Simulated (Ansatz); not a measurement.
F₃Ge₂H₃ (`[F][Ge]([F])([F])[GeH3]`). The species carries charge 0 and has multiplicity 1.

Cartesian coordinates in Å:
```
F 2.287 0.353 -0.637
Ge 0.813 -0.530 -0.553
F 1.248 -2.045 0.134
F 0.423 -0.887 -2.190
Ge -0.948 0.618 0.645
H -0.442 0.855 2.068
H -1.208 1.932 -0.091
H -2.174 -0.296 0.624
```

Q: What are the harmonic wavenumbers in cm⁻¹ at PBE0-D4/def2-TZVP (Ansatz, finite differences of forces, unscaled)? (Estimate.)

A: Computed: 59, 104, 104, 209, 229, 229, 321, 488, 488, 707, 734, 734, 786, 872, 872, 2186, 2203, 2204.

Q: Is this a minimum?

A: Yes, all 18 modes are real.

Q: Give the ideal-gas thermochemistry at 298.15 K and 1 bar (rigid rotor, harmonic oscillator; point group C3v, symmetry number 3).

A: Zero-point energy 80.9 kJ/mol; H(298) − E = 104.5 kJ/mol; entropy 374.6 J/(mol·K), of which translation 175.3, rotation 110.9, vibration 88.4; G(298) − E = -7.1 kJ/mol. Modes under 100 cm⁻¹ are hindered rotations or soft bends, so the harmonic entropy is rough.
